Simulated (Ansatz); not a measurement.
Abridged output of a molecular run in Ansatz:

```
Functional definition: HF
1346 factors; integrals over basis functions are off by at most 1.3e-3 eV
mean field evaluation 1: about -9781.8785 eV, gradient 3.3e1 eV
mean field evaluation 2: about -9782.0862 eV, gradient 3.3e1 eV
mean field evaluation 4: about -9785.3055 eV, gradient 3.4e0 eV
mean field evaluation 8: about -9785.3556 eV, gradient 2.1e-1 eV
mean field -9785.35596263 eV, -359.6051988740 hartree, gradient 2.7e-6 eV, S^2 0.000000; 0 other end points of the search recorded, 0 dependent functions left out
8 core orbitals not correlated: weight in the atoms' cores, before any rotation towards them, 1.000 or more for the frozen orbitals, at most 0.000 for the correlated occupied ones
reference -9785.35596263 eV, -359.6051988740 hartree; 11, 11 occupied and 214, 214 virtual orbitals, 1346 factors
second order -16.20487739 eV of doubles, -0.00000000 eV of singles
cycle   1  -16.77578478 eV  change   -5.7e-1 eV  update   9.2e-2
cycle   2  -17.23492321 eV  change   -4.6e-1 eV  update   2.8e-2
cycle   3  -17.32330399 eV  change   -8.8e-2 eV  update   1.4e-2
cycle   4  -17.31633113 eV  change    7.0e-3 eV  update   3.9e-3
cycle   5  -17.31618203 eV  change    1.5e-4 eV  update   1.9e-3
cycle   6  -17.31614035 eV  change    4.2e-5 eV  update   5.3e-4
cycle   7  -17.31592837 eV  change    2.1e-4 eV  update   2.0e-4
cycle   8  -17.31593585 eV  change   -7.5e-6 eV  update   7.3e-5
cycle   9  -17.31594787 eV  change   -1.2e-5 eV  update   2.9e-5
cycle  10  -17.31593085 eV  change    1.7e-5 eV  update   1.3e-5
perturbative correction -0.76384248 eV, -0.0280706935 hartree
Total energy: -9803.43573595 eV, -360.2696182889 hartree
```

Its atoms:

```xyz
11

C     0.8099   -0.7596   -0.8069
C     0.8812    0.1835    0.1984
C    -0.0110    0.2611    1.3066
Al   -1.1651    0.3474   -0.4349
H     1.4146   -0.6513   -1.6967
H     0.3705   -1.7360   -0.6255
H     1.4425    1.0893   -0.0301
H    -0.3569   -0.6695    1.7509
H     0.1133    1.0842    1.9974
H    -1.3317    1.7249   -1.1926
H    -2.1673   -0.8739   -0.4666
```

Question: Which basis set was used?
A. def2-QZVPP
B. cc-pV(Q+d)Z
C. def2-TZVPP
D. def2-TZVPPD

Answer: C. It gives 233 functions.

Question: Write the keys of the input that set method, charge and spin (a neutral closed shell needs none for the last two).

Answer: 
```yaml
correlation: {method: ccsd_t}
```
